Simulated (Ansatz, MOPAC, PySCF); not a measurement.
Noncovalent pair: C2H4 (SMILES C=C) (first 6 atoms) with C2H6O (SMILES COC); geometry from B3LYP-D3(BJ)/def2-TZVP, rigid monomers moved along the line of their centres of mass till H5···O8 is 2.20 Å.
(charge 0, multiplicity 1):
```xyz
15

C      0.51837    -0.50382     0.28774
C     -0.39773     0.43656     0.46910
H      0.85996    -0.79039    -0.69980
H      0.96668    -1.02877     1.12301
H     -0.73507     0.71854     1.45918
H     -0.84211     0.95753    -0.37098
C      0.72778     0.75541     3.90292
O     -0.63058     0.47557     3.64305
C     -0.94204    -0.89177     3.79902
H      1.38783     0.20989     3.21662
H      0.99931     0.49119     4.93313
H      0.87386     1.82453     3.75825
H     -0.36126    -1.51650     3.10859
H     -2.00126    -1.01214     3.57805
H     -0.74749    -1.23055     4.82480
```

Monomers are frozen at their geometry in the pair; levels with a basis set take the counterpoise correction. Rows marked so take none.

Correlated levels freeze the cores. Rows in 3-21G, 6-311+G**, 6-31G*, STO-3G carry no dispersion term and start afresh at each structure (6-31G* with six Cartesian d functions). The state that PM6 reach isn't checked.

Run with Ansatz (Gaussian basis) for Hartree–Fock, density functionals and correlated methods; MOPAC for PM6 (differences of heats of formation); PySCF for 3-21G rows, 6-311+G** rows, 6-31G* rows, STO-3G rows, the dispersion terms. Values without a source in brackets are computed.

Other levels give for the interaction energy: PBE/def2-TZVPPD 0.27; B3LYP/def2-TZVPPD 1.22; B3LYP-D3(BJ)/def2-TZVPPD -1.51; wB97M-V/def2-TZVPPD -1.29; CCSD(T)/aug-cc-pVDZ -0.83 kcal/mol.

Question: What do these common cheap choices give for the same quantity: PM6, HF/STO-3G (no counterpoise), HF/3-21G (no counterpoise), HF/6-31G*, HF/6-31G* (no counterpoise), B3LYP/6-31G* (no counterpoise), B3LYP/6-311+G** (no counterpoise), M06-2X/6-31G* (no counterpoise)?

Answer: PM6 -1.11; HF/STO-3G (no counterpoise) 0.54; HF/3-21G (no counterpoise) -2.38; HF/6-31G* 2.00; HF/6-31G* (no counterpoise) 0.77; B3LYP/6-31G* (no counterpoise) -0.68; B3LYP/6-311+G** (no counterpoise) 0.82; M06-2X/6-31G* (no counterpoise) -2.93 kcal/mol. They span -2.93 to 2.00 kcal/mol.

Ansatz is a program for electronic structure.
